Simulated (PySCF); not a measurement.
## Ionisation energy of Zr by level of theory

Zr [Kr] 4d2 5s2 (3F) → Zr⁺ [Kr] 4d2 5s1 (4F), as a difference of total energies. Calculation: PySCF 2.14, in aug-cc-pwCVDZ-PP with ECP28MDF (6s6p5d3f, 70 functions); scalar relativity through the core potential. Correlated levels: valence and next inner shell: nothing frozen outside the core potential. The calculations carry no spin-orbit coupling.

| method | ionisation energy (eV) |
| --- | --- |
| UHF | 5.181 |
| MP2 (valence and next inner shell) | 6.332 |
| SCS-MP2 (valence and next inner shell) | 6.418 |
| CCSD (valence and next inner shell) | 6.382 |
| CCSD(T) (valence and next inner shell) | 6.526 |

Errors of the correlated levels include the incompleteness of this basis.

Problem. Which method comes closest to the reference value, and which is furthest?

Solution. The reference is 6.639 eV (measured; NIST levels, between the centres of gravity of the two terms). Closest: CCSD(T) (valence and next inner shell) (error -0.113 eV); furthest: UHF (error -1.458 eV).
